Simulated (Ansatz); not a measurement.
## Energy profile

The step: CH₄O ([CH3][OH]) + GeH₄ → CH₆GeO ([CH3][O][GeH3]) + H₂; bonds formed: Ge1–O7, H2–H6; bonds broken: Ge1–H2, H6–O7 (atoms numbered as in the saddle structure below).

```tsv
atom	x (Å)	y (Å)	z (Å)
Ge1	-0.5059	0.7810	-1.0711
H2	1.4157	0.7196	-1.1388
H3	-0.5297	0.6968	-2.6032
H4	-0.3686	2.1978	-0.4907
H5	-1.8836	0.2461	-0.5749
H6	1.2143	-0.1150	-0.4634
O7	0.3330	-0.7344	-0.0629
C8	0.1260	-0.9085	1.3295
H9	0.5750	-1.8524	1.6431
H10	0.5705	-0.0875	1.9018
H11	-0.9466	-0.9437	1.5307
```

Electronic energies by CCSD(T) at an estimated basis limit (MP2 extrapolated from triple and quadruple zeta, plus CCSD(T) − MP2 in triple zeta), on PBE0-D4/def2-TZVP structures; CH$_{8}$GeO, closed shell; no counterpoise correction. Program: Ansatz 0.2.0. Basis: def2-TZVPP and def2-QZVPP. Cores are frozen in the correlated methods. Filled d shells of the heavier atoms are correlated. The def2 sets are not built for correlating such inner shells, so the correlated values are less sure here. Extrapolation: Hartree–Fock as exp(−7.88 √X), correlation as X^−2.97.

Q: Give the profile in kcal/mol, counted from the separated reactants. (To be estimated.)

A: Computed:
```csv
point,kcal/mol
"separated: GeH$_{4}$ (Ge1, H2, H3, H4, H5; singlet) + CH$_{4}$O (linked as [CH3][OH]; H6, O7, C8, H9, H10, H11; singlet)",0.00
start structure,-2.18
saddle,46.16
end structure,-1.26
"separated: CH$_{6}$GeO (linked as [CH3][O][GeH3]; Ge1, H3, H4, H5, O7, C8, H9, H10, H11; singlet) + H$_{2}$ (H2, H6; singlet)",-0.30
```

The T1 diagnostic stays at or below 0.014.

For scale, one of the runs: CCSD(T)/def2-TZVPP, 222 basis functions, launched by `ansatz run in.yaml --threads 4 --pin off --events-out ev --progress --plain --max-ram 9574MiB`. Time: 72 s of wall clock on 4 CPU threads of an Arm Neoverse V2; the host was shared. Peak host memory: 3.6 GiB.
